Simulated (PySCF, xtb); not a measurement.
BH₂O₃, SMILES [O-]B(O)O, charge -1. One conformer was computed; it need not be the lowest.

Harmonic wavenumbers (cm⁻¹) from GFN2-xTB run with xtb at its own minimum, in rising order: 362, 390, 402, 435, 606, 711, 818, 1033, 1055, 1556, 3657, 3662.

What does PBE-D3(BJ)/def2-SVPD (PySCF) give at its own minimum? (An estimate is asked for; the answer gives what the named calculation found.)

402, 442, 499, 520, 686, 772, 922, 1029, 1175, 1500, 3757, 3760. Paired by order, the mean absolute difference is 75 cm⁻¹ and the zero-point energies are 21.0 and 22.1 kcal/mol.
